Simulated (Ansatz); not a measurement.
Computed with Ansatz on PBE0-D4/def2-TZVP structures; ΔE is electronic, products minus reactants. CCSD(T)/CBS adds triple-zeta CCSD(T) − MP2 to the extrapolated MP2 energy (def2 sets, frozen cores). This one scheme is used for every species. Functionals use def2-TZVPP. Each species was taken in one conformer, which may not be the lowest.

Consider the ligand exchange at the Si–C bond: `B[SiH2][CH2][AlH][CH3]` + `OBF` → `B[SiH2]OBF` + `[CH3][AlH][CH3]`.

CCSD(T)/CBS gives -72.4 kJ/mol.

**Question.** Another level gave -79.5 kJ/mol. Which?
A. SCS-MP2/def2-TZVPP
B. PBE-D4/def2-TZVPP
C. PBE0-D4/def2-TZVPP
D. MP2/def2-TZVPP

**Answer.** A. SCS-MP2/def2-TZVPP -79.5, PBE0-D4 -62.5, PBE-D4 -57.9, MP2/def2-TZVPP -70.7 kJ/mol.

Largest T1 diagnostic among the species: 0.013.

In def2-TZVPP, CCSD(T) changes the Hartree–Fock value by +39.2 kJ/mol (the triples alone add +6.1 kJ/mol) and MP2 by +40.3 kJ/mol. The D4 term adds +12.7 kJ/mol with B3LYP and +7.0 kJ/mol with PBE0; it sums over pairs of atoms, weighted by their polarisabilities, and B3LYP, whose exchange is more repulsive, gets the larger term.

B3LYP here is the variant with VWN-RPA as its local correlation; programs differ in this.
